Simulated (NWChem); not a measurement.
Species: GaHOI2; SMILES [Ga]([OH])([I])[I]

```xyz
5

Ga     0.7681     0.0579     0.0000
I     -0.3343    -2.1625     0.0000
I     -0.5023     2.1687     0.0000
O      2.5360     0.1845     0.0000
H      2.9936    -0.6644     0.0000
```
Atoms are numbered in this order, from 1.

Level: PBE0/def2-SVP with def2 effective core potentials on I (NWChem), optimised geometry, unscaled harmonic frequencies. def2 effective core potentials on I; no spin-orbit coupling.

List the harmonic frequencies with IR intensities, and the thermochemistry.


```csv
frequency (cm⁻¹),IR intensity (km/mol)
66,0.8
130,5.1
145,14.3
209,4.6
299,74.1
345,111.2
723,116.0
808,112.6
3897,103.7
```

* **zero-point energy**: 9.5 kcal/mol
* **thermal correction to the enthalpy at 298.15 K (with zero-point energy)**: 14.1 kcal/mol
* **heat capacity Cv**: 18.3 cal/(mol K)
* **entropy at 298.15 K and 1 atm (symmetry number 1)**: 89.5 cal/(mol K)

Rigid rotor and harmonic oscillator; modes under 100 cm⁻¹ make the entropy uncertain.
